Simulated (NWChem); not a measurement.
# Correlation energy of digermane (H6Ge2)

```
Ge
H 1 1.5516
H 1 1.5516 2 108.47
H 1 1.5517 2 108.48 3 -117.63
Ge 1 2.4380 2 110.43 3 121.16
H 5 1.5516 1 110.43 2 -61.02
H 5 1.5516 6 108.47 1 -121.16
H 5 1.5517 6 108.48 7 -117.63
```
Charge 0, spin multiplicity 1.

The numbers come from NWChem runs, not from measurements. The geometry was optimised at PBE/def2-SVP, a minimum by its harmonic frequencies.

Basis set: def2-SVP. Each correlation energy counts from its own Hartree-Fock reference.

The Hamiltonian is non-relativistic. The correlated methods keep 18 core orbitals frozen. Coupled-cluster values serve here as a point of comparison, not as the truth.

Q: Order these methods by the correlation energy they give, lowest first: CR-CCSD[T], CR-CCSD(T), SCS-MP2, CCSD+T(CCSD), MP2.

A: CCSD+T(CCSD) (-518.8 mHa), CR-CCSD[T] (-515.3 mHa), CR-CCSD(T) (-514.0 mHa), MP2 (-479.4 mHa), SCS-MP2 (-461.4 mHa)
